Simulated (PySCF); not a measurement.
TeSe: frontier orbitals

PBE0 at R = 2.373 Å; PySCF, scalar-relativistic core potentials, basis sets Te cc-pVDZ-PP with ECP28, Se cc-pVDZ-PP with ECP10. State: ⁵Π (quintet), unpaired electrons σ ↑, π ↑↑↑, a second solution, started from another occupation. Only the outer orbitals are listed, counted within each symmetry, core potentials removing the inner ones.

```csv
spin,orbital,occ.,ε (eV),on Te (%),main shells (%)
α,7σ,1,-21.57,27,"70 Se s, 23 Te s"
α,8σ,1,-17.40,71,"70 Te s, 26 Se s"
α,9σ,1,-10.20,47,"50 Se p, 41 Te p"
α,5π,1,-9.99,39,"60 Se p, 38 Te p"
α,5π,1,-9.28,44,"55 Se p, 43 Te p"
α,6π,1,-7.37,61,"61 Te p, 38 Se p"
α,6π,1,-6.76,56,"56 Te p, 43 Se p"
α,10σ,1,-3.47,60,"57 Te p, 41 Se p"
α,11σ,0,5.73,79,"44 Te s, 20 Te d, 16 Te p"
α,7π,0,7.45,75,"68 Te d, 24 Se d"
α,12σ,0,7.74,83,"46 Te s, 34 Te p"
β,7σ,1,-19.61,31,"65 Se s, 26 Te s"
β,8σ,1,-15.15,66,"65 Te s, 29 Se s"
β,9σ,1,-8.61,48,"47 Se p, 41 Te p"
β,5π,1,-7.60,42,"58 Se p, 40 Te p"
β,5π,0,-5.64,49,"51 Se p, 48 Te p"
β,6π,0,-3.54,59,"59 Te p, 40 Se p"
β,6π,0,-3.08,52,"52 Te p, 48 Se p"
```

Task: Which are the highest filled and the lowest empty level, where do they sit, and how wide is the gap?

Result: Highest filled α 10σ at -3.47 eV (in %: 57 Te p, 41 Se p); lowest empty β 5π at -5.64 eV (in %: 51 Se p, 48 Te p); the gap at PBE0 is -2.17 eV.

```json
{
 "bond order (Mayer)": "0.93",
 "⟨S²⟩": "6.004",
 "charge on Te (Mulliken, basis-dependent)": "0.06",
 "charge on Te (Löwdin, basis-dependent)": "0.07",
 "dipole moment (positive dipole means Te(−)Se(+))": "-0.29 D"
}
```

Spin–orbit coupling is left out. Counting both spins, an empty level lies below a filled one in this solution, because spin and occupation are held.
